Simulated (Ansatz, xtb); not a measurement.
# Two isomers of C4H9BrO

Structure a is `OCCCCBr`, a singlet and structure b is `C[C@H](CO)CBr`, a singlet. Both are isolated molecules in the gas phase, relaxed with PBE-D3(BJ)/def2-SVP; each stands in its lowest conformer found.

a (Å):

```
atom    x (Å)    y (Å)    z (Å)
   C   0.1300  -1.9069   0.1199
   C   1.0897  -0.7749   0.4964
   C   0.3946   0.4589   1.0861
   C  -0.7268   1.0456   0.2444
  Br  -0.1344   1.5895  -1.5605
   O  -0.7763  -2.2482   1.1595
   H  -0.2442  -2.5662   1.9122
   H  -0.4998  -1.5936  -0.7396
   H   0.7165  -2.7906  -0.2317
   H   1.6652  -0.4854  -0.4093
   H   1.8377  -1.1459   1.2326
   H  -0.0762   0.1781   2.0546
   H   1.1482   1.2422   1.3096
   H  -1.1462   1.9611   0.6995
   H  -1.5452   0.3200   0.0824
```

b (Å):

```xyz
15

C    -1.0658    2.1984    0.1425
C    -0.3436    0.8882    0.4943
C     1.1494    1.1297    0.7867
C    -0.5329   -0.1141   -0.6429
Br    0.0304   -1.9381   -0.1598
O     1.8620    1.6298   -0.3331
H    -0.9559    2.9415    0.9591
H    -0.6550    2.6467   -0.7873
H    -2.1497    2.0388   -0.0243
H    -0.8004    0.4684    1.4175
H     1.6267    0.1638    1.0509
H     1.2428    1.8000    1.6757
H     1.5642    2.5449   -0.4851
H    -1.5917   -0.2051   -0.9470
H     0.0864    0.1726   -1.5140
```

Problem. Estimate which is lower in electronic energy at CCSD(T)/def2-SVP + ΔMP2/def2-TZVPP, and by roughly how much.

Solution. Not settled: CCSD(T)/def2-SVP + ΔMP2/def2-TZVPP gives E(b) − E(a) = −1.08 kcal/mol, but this leans on the basis-set step: CCSD(T) alone gives −0.76 kcal/mol.

The same difference at several levels:

| level | geometry | E(b) − E(a) (kcal/mol) | departure from the last row (kcal/mol) | job, with rough time for the two |
| --- | --- | --- | --- | --- |
| GFN2-xTB | GFN2-xTB | −0.86 | +0.23 | optimisation, 0.18 s |
| HF/STO-3G | GFN2-xTB | +0.17 | +1.25 | single point, 0.44 s |
| r2SCAN-D4/def2-SVP | GFN2-xTB | −0.87 | +0.21 | single point, 4.5 s |
| PBE-D3(BJ)/def2-SVP | PBE-D3(BJ)/def2-SVP | −0.41 | +0.67 | optimisation, 25 s |
| HF/def2-SVP | PBE-D3(BJ)/def2-SVP | +0.20 | +1.28 | part of the CCSD(T) run |
| MP2/def2-SVP | PBE-D3(BJ)/def2-SVP | −0.94 | +0.15 | part of the CCSD(T) run |
| CCSD(T)/def2-SVP | PBE-D3(BJ)/def2-SVP | −0.76 | +0.32 | single point |
| CCSD(T)/def2-SVP + ΔMP2/def2-TZVPP | PBE-D3(BJ)/def2-SVP | −1.08 |  | single point, 1.8 min |

As drawn, both hold the same kinds of bond in the same numbers. Structure a has 0 methyl groups, b 1.

HF/STO-3G, PBE-D3(BJ)/def2-SVP, HF/def2-SVP find them nearly level. The largest departure from CCSD(T)/def2-SVP + ΔMP2/def2-TZVPP is that of HF/def2-SVP, 1.28 kcal/mol. The last row adds to CCSD(T) the change of the MP2 difference between the two basis sets, here −0.32 kcal/mol.

With thermal terms from frequencies at re-optimised GFN2-xTB minima (ideal gas, soft modes damped towards free rotors, one conformer each, 298.15 K, 1 atm): the zero-point term adds −0.25 kcal/mol; ΔH is −1.23 and ΔG −1.26 kcal/mol.

The correlated steps freeze 14 core orbitals; the filled d shell of Br is correlated, in a basis made for valence electrons. Mirror images aren't counted in ΔG. Run with Ansatz 0.2.0, xtb 6.7.1; the last row on 4 threads of Arm Neoverse V1 on a shared host.
